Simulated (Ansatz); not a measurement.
Basis sets compared for Be₁₃O₁₃. Charge 0, multiplicity 1. Geometry PBE-D4/def2-SVP. Ansatz on 2 threads of AMD EPYC 7R13 on a shared host and a share (18 GiB) of an NVIDIA H100 80GB HBM3; times are rough, and most runs start from earlier orbitals.

| atom | x (Å) | y (Å) | z (Å) |
| --- | --- | --- | --- |
| O1 | 2.591 | -1.080 | -1.206 |
| O2 | 1.411 | -1.127 | 1.320 |
| O3 | 0.938 | -3.155 | -0.621 |
| O4 | -1.658 | -2.117 | -0.657 |
| O5 | -1.286 | -0.463 | 1.527 |
| O6 | -0.554 | -3.107 | 1.303 |
| O7 | 1.964 | 1.053 | -0.317 |
| O8 | 0.298 | -0.741 | -1.953 |
| O9 | -1.858 | 2.192 | 0.763 |
| O10 | 0.545 | 1.434 | 1.916 |
| O11 | 0.597 | 3.411 | 0.512 |
| O12 | -1.988 | 0.500 | -0.962 |
| O13 | -1.097 | 3.159 | -1.731 |
| Be14 | 1.318 | -1.948 | -1.489 |
| Be15 | 0.894 | -2.575 | 0.938 |
| Be16 | 2.333 | -0.459 | 0.220 |
| Be17 | 0.254 | -0.096 | 1.795 |
| Be18 | -1.476 | -1.883 | 0.949 |
| Be19 | -0.599 | -3.227 | -0.338 |
| Be20 | -1.194 | -0.774 | -1.400 |
| Be21 | -0.504 | 2.517 | 1.397 |
| Be22 | -1.930 | 0.631 | 0.628 |
| Be23 | 1.551 | 0.145 | -1.557 |
| Be24 | -0.131 | 3.617 | -0.776 |
| Be25 | 1.380 | 2.030 | 0.689 |
| Be26 | -1.797 | 2.065 | -0.950 |

Single mean-field runs in def2-TZVP are fitted with def2-universal-jkfit.

Binding counts from free atoms (O triplet, Be singlet) in the same basis, without a counterpoise term.

```
           level  functions  energy (Eh)  HOMO (eV)  LUMO (eV)  binding per atom (eV)  wall time
       HF/STO-3G        130   -1150.2744      -8.89       5.52                   4.44      2.1 s
        HF/6-31G        234   -1165.1883     -12.37       1.94                   3.85        2 s
 PBE-D4/def2-SVP        299   -1169.2008      -6.96      -2.03                   5.61      4.4 s
PBE0-D4/def2-SVP        299   -1169.2424      -8.50      -1.22                   5.42      5.5 s
```

Task: Estimate the rows for PBE-D4/def2-TZVP (with forces), PBE0-D4/def2-TZVP.

Result: 
| level | functions | energy (Eh) | HOMO (eV) | LUMO (eV) | binding per atom (eV) | wall time |
| --- | --- | --- | --- | --- | --- | --- |
| PBE-D4/def2-TZVP (with forces) | 650 | -1170.6026 | -6.64 | -1.99 | 5.56 | 7 s |
| PBE0-D4/def2-TZVP | 650 | -1170.6542 | -8.13 | -1.22 | 5.39 | 6.5 s |
